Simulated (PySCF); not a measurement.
Isomers of C4H3N. Gas-phase values, no solvent. Strings in code marks are SMILES.

The vertical ionisation energy (Delta-SCF) from two functionals at the same geometries (B3LYP-D3(BJ)/def2-TZVP), both in PySCF: PBE-D3(BJ)/def2-TZVP and M06-2X/def2-TZVP. Delta-SCF ions had no search for a lower state. 

```json
[
 {"species": "`C(NC#C)#C`", "PBE-D3(BJ)/def2-TZVP (eV)": "8.34"},
 {"species": "`N#CC1=CC1`", "PBE-D3(BJ)/def2-TZVP (eV)": "10.10"},
 {"species": "`N=C=C1C=C1`", "PBE-D3(BJ)/def2-TZVP (eV)": "7.55"},
 {"species": "`C=C=CC#N`", "PBE-D3(BJ)/def2-TZVP (eV)": "10.21"}
]
```

Task: What does M06-2X/def2-TZVP give for each?

Result: 
- `C(NC#C)#C`: 8.80
- `N#CC1=CC1`: 10.45
- `N=C=C1C=C1`: 7.80
- `C=C=CC#N`: 10.57
Over these rows, drawn at random from the members with no instability flagged (it was tested for open shells, ions and some series alone), PBE minus M06-2X: mean -0.36 eV, from -0.46 eV to -0.25 eV.
